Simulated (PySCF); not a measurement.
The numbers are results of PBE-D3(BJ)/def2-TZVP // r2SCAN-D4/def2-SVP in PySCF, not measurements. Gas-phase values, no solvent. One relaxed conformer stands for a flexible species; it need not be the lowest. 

Reference species: [Cd(NH2)(H)] (neutral, multiplicity 1).

The charge on the central atom (Mulliken) comes out as 0.47 e and the LUMO comes out as -1.09 eV. The coordination number is 2.

Changed species: [Cd(NH2)2] (0 of 2 NH2 replaced by H; the reference has 1 of 2 NH2 replaced by H).

Question: What does the change do to the charge on the central atom (Mulliken), LUMO and coordination number?

Answer: the charge on the central atom (Mulliken) increases by 0.20 e, to 0.67 e; the LUMO decreases by 0.32 eV, to -1.41 eV; the coordination number hardly moves.
